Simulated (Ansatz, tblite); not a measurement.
Cost and result up the ladder for GeF₄ (5 atoms). The state is a singlet with charge 0. Geometry: B3LYP-D4/def2-SVP.

```xyz
5

Ge    0.0000    0.0000    0.0000
F    -1.4753    0.2671    0.8123
F    -0.1034    0.6206   -1.5849
F     0.3184   -1.6740   -0.0647
F     1.2604    0.7863    0.8373
```

Ansatz on 4 threads of Arm Neoverse V2 on a shared host; xTB runs through tblite on one thread. Times are rough, summed over both states, and most runs start from the orbitals of an earlier one. No level here is sound enough to serve as a yardstick. The other state is a triplet.

The xTB rows come from tblite. HOMO above LUMO, or a gap near zero within one spin, warns that the state may not be the lowest or that an electron is smeared out.

xTB has no spin-polarisation term.

```json
{"level": "GFN2-xTB", "functions": "25", "wall time": "0.004 s", "vertical triplet (eV)": "7.87", "remarks": "–"}
{"level": "GFN1-xTB", "functions": "25", "wall time": "0.005 s", "vertical triplet (eV)": "7.25", "remarks": "–"}
{"level": "PBE-D4/def2-TZVP (with forces)", "functions": "172", "wall time": "5.6 s", "vertical triplet (eV)": "7.29", "remarks": "gap within one spin near zero (triplet)"}
{"level": "r2SCAN-D4/def2-TZVP", "functions": "172", "wall time": "13 s", "vertical triplet (eV)": "7.87", "remarks": "–"}
```
